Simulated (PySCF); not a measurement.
NMR data simulated for an unnamed compound:

1H NMR (400 MHz, computed): δ 7.38 (br, 2H), 1.42 (d, J = 7.9 Hz, 6H), 0.32 (sept of t, J = 7.9, 2.4 Hz, 1H).

13C{1H} NMR (computed): δ 46.0 (CH), 21.9 (CH3).

A single conformation, no relativistic terms, fast rotation and ring inversion assumed for equivalent nuclei, in vacuum. Shieldings: GIAO PBE0/pcSseg-1; structure optimised with PBE0-D3(BJ)/def2-SVP; B3LYP/pcJ-1 coupling constants (spin–dipole term only in couplings to heteroatoms); PySCF 2.14.

Referencing at the same level of theory: 1H and 13C vs TMS.

Which of these does the molecule contain: a tert-butyl group, a C≡C triple bond, a (CH3)2CH unit, an aldehyde?

## Answers


- A tert-butyl group: no.
- A C≡C triple bond: no.
- A (CH3)2CH unit: yes (δC 21.9, 46.0; δH 1.42 (d), 0.32 (sept of t)).
- An aldehyde: no.

The data belong to `BC(C)C`, C3H9B; they needn't prove each group on their own.

Carbon signals by region: 2 below 50 ppm.

Hydrogens on boron are broadened and split by 11B (spin 3/2, 80 %) and 10B (spin 3). A carbon bonded to boron is broadened by the quadrupolar boron nucleus and is often missing from a measured spectrum. Splittings below 1 Hz are ignored in the labels, and close J values are merged. Unscaled 3J(H,H) at this level run about 10 % above measured values. Shifts are as computed. Against solution values, carbons near 30 ppm lie about +2 ppm off and those near 130 ppm about +5 ppm. Of 1211 compounds with measured shifts, 218 miss one by over three times the rms of a fit or turn the order of signals round; such compounds aren't used in these exercises. Vicinal couplings across rotatable single bonds and in flexible rings belong to the one computed conformer; a conformer average would change them.
